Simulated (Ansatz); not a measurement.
This geometry of CH₉NSeSi₂ (14 atoms, charge 0, multiplicity 1) is a first-order saddle point.

Computed with RKS PBE0-D4/def2-SVP (Ansatz 0.2.0).

```xyz
14
Properties=species:S:1:pos:R:3
N -0.846 2.177 1.169
C -1.270 1.052 0.402
Se -1.150 -0.581 1.524
Si -0.147 -1.920 -0.024
Si 1.737 -0.820 -0.923
H 0.161 2.188 1.309
H -1.133 3.055 0.744
H -2.327 1.166 0.124
H -0.703 0.843 -0.530
H -1.069 -2.329 -1.133
H 0.261 -3.153 0.714
H 1.951 0.478 -0.208
H 2.965 -1.658 -0.760
H 1.557 -0.528 -2.380
```

**Question.** Which two structures does it join? (They come from a converged band through this point; their orientation in space is the band's.)

**Answer.** No bond is made or broken. The dihedral Se3–Si4–Si5–H13 goes from 67 to -172°. The two ends are copies of one structure, up to a mirror image or an exchange of like atoms.

Initial state:

```xyz
14
Properties=species:S:1:pos:R:3
N -0.485 2.006 1.126
C -1.361 1.010 0.596
Se -1.125 -0.715 1.548
Si -0.213 -1.861 -0.200
Si 1.721 -0.730 -0.894
H 0.484 1.834 0.871
H -0.744 2.935 0.799
H -2.406 1.299 0.780
H -1.271 0.786 -0.486
H -1.170 -2.010 -1.342
H 0.126 -3.220 0.322
H 1.382 0.714 -1.114
H 2.753 -0.805 0.186
H 2.297 -1.273 -2.165
```

Final state:

```xyz
14
Properties=species:S:1:pos:R:3
N -0.583 2.078 0.926
C -1.412 1.015 0.453
Se -1.170 -0.615 1.557
Si -0.155 -1.877 -0.048
Si 1.777 -0.752 -0.756
H 0.399 1.913 0.717
H -0.854 2.968 0.512
H -2.470 1.290 0.574
H -1.275 0.703 -0.602
H -1.060 -2.148 -1.210
H 0.196 -3.177 0.600
H 2.754 -0.691 0.374
H 2.433 -1.389 -1.942
H 1.407 0.653 -1.127
```

**Question.** How far does it lie above each of them?

**Answer.** 1.2 kcal/mol above the first and 1.2 kcal/mol above the second. This is the barrier of this one path; another mechanism may lie lower.

Run time: 7.7 min on 2 threads of AMD EPYC 9R45 96-Core Processor (Zen 5), with other jobs on the host, peak memory 0.49 GiB.
